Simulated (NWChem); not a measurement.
Molecule: 1,1,1-trifluoroethane (C2H3F3); SMILES CC(F)(F)F

```xyz
8

C      0.0000     0.0000    -1.4716
C      0.0000     0.0000     0.0272
F     -0.8785    -0.8806     0.5192
F     -0.3234     1.2012     0.5192
F      1.2019    -0.3205     0.5192
H      0.2697    -0.9986    -1.8378
H      0.7300     0.7329    -1.8378
H     -0.9997     0.2658    -1.8378
```
Atoms are numbered in this order, from 1.

All runs use the structure optimised with PBE0/def2-SVP.

Problem. List the 4 lowest vertical singlet excitations from PBE0/6-31G* (spherical d), TDA (NWChem).

Solution. 
| state | energy (eV) | oscillator strength | leading excitation (squared amplitude) |
|---|---|---|---|
| S1 | 12.36 | 0.022 | HOMO → LUMO (0.99) |
| S2 | 12.59 | 0.011 | HOMO → LUMO+1 (0.69) |
| S3 | 12.59 | 0.011 | HOMO → LUMO+2 (0.69) |
| S4 | 13.01 | 0.073 | HOMO−3 → LUMO (0.77) |
